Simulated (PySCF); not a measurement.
# Electronic structure of Pd⁺ (palladium, charge +1) at the LDA level

Configuration: [Kr] 4d8 5p1, one real determinant (an excited configuration). Computed with PySCF 2.14 in aug-cc-pVTZ-PP with one added diffuse shell each of s, p, d, f, g type with ECP28MDF (7s7p6d4f3g, 113 functions), with a scalar-relativistic core potential.

* Total energy: -126.5602 hartree
* One-electron energy: -216.2437 hartree
* Hartree (Coulomb) energy: 101.6445 hartree
* Exchange-correlation energy: -11.9609 hartree
* ⟨S²⟩: 3.7503
* ⟨L²⟩: 14.010
* Sum of ⟨r⟩: 23.00 bohr
* Sum of ⟨r²⟩: 41.87 bohr²
* Traceless quadrupole moment −½Σ⟨3z² − r²⟩ along its main axis: -5.41 e·bohr²

```csv
shell,electrons,mean orbital energy (eV),spread (eV),"rms radius, mean of both spins (bohr)"
4s α,1,-103.70,0,1.01
4s β,1,-102.00,0,1.01
4p α,3,-69.135,0.261,1.11
4p β,3,-67.441,0.344,1.11
4d α,5,-20.060,1.028,1.54
4d β,3,-18.599,0.328,1.54
5p α,1,-8.647,0,3.66
```

⟨L²⟩ = 14.01 against 20 for a pure G term, so this real determinant mixes terms. Energies and moments cover only the electrons outside the core potential.
